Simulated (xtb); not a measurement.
Job for xtb: GFN1-xTB on GeW, 2S+1 = 7, a spin state set in the input, which need not be the lowest, a point of a bond scan (R = 2.578 Å).

```
$ xtb mol.xyz --gfn 1 --sp --chrg 0 --uhf 6
2

W      0.00000000     0.00000000     0.00000000
Ge     0.00000000     0.00000000     2.57818700
```

Question: Predict the final total energy.

Answer: -3.5723 hartree.
